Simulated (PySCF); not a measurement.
An unknown shows these calculated signals:

$^{1}$H NMR (500 MHz, computed): δ 7.95 (d, 2H), 7.49 (m, 2H), 7.49 (m, 1H), 5.62 (q, 1H), 3.40 (d, 3H), 0.34 (br s, 2H).

$^{13}$C{$^{1}$H} NMR (computed): δ 140.4 (CH), 139.8 (C), 135.9 (CH), 133.5 (CH).

Theoretical values (PySCF): PBE0/pcSseg-1 with gauge-including orbitals, coordinates at the PBE0-D3(BJ)/def2-SVP level. Isolated molecule, non-relativistic Hamiltonian, a single conformation, fast rotation and ring inversion assumed for equivalent nuclei.

Chemical shifts δ = σref − σ; $^{1}$H (σ = 31.27 ppm), $^{13}$C (σ = 184.41 ppm) against TMS, all at this level.

Which of these does the molecule contain: a three-membered ring, a benzene ring, an NH or NH2 group, a Si–H bond, an aldehyde, a ketone?

## Answers


- A three-membered ring: no.
- A benzene ring: yes.
- An NH or NH2 group: yes (δH 0.34 (br s)).
- A Si–H bond: yes (δH 5.62 (q)).
- An aldehyde: no.
- A ketone: no.

The data belong to SMILES N[Si@@H]([SiH3])c1ccccc1, C$_{6}$H$_{11}$NSi$_{2}$; they needn't prove each group on their own.

Carbon signals by region: 4 in the sp2 and nitrile region (100–160 ppm).

Exchangeable OH/NH protons stand at their gas-phase positions; hydrogen bonding in a real sample shifts them, mostly to higher δ. Shifts are as computed. Against solution values, carbons near 30 ppm lie about +2 ppm off and those near 130 ppm about +5 ppm. Of 1211 compounds with measured shifts, 218 miss one by over three times the rms of a fit or turn the order of signals round; such compounds aren't used in these exercises. Multiplicities follow the n + 1 count of equivalent neighbours, as no J values were calculated; m marks all less simple cases, F and P coupling included.
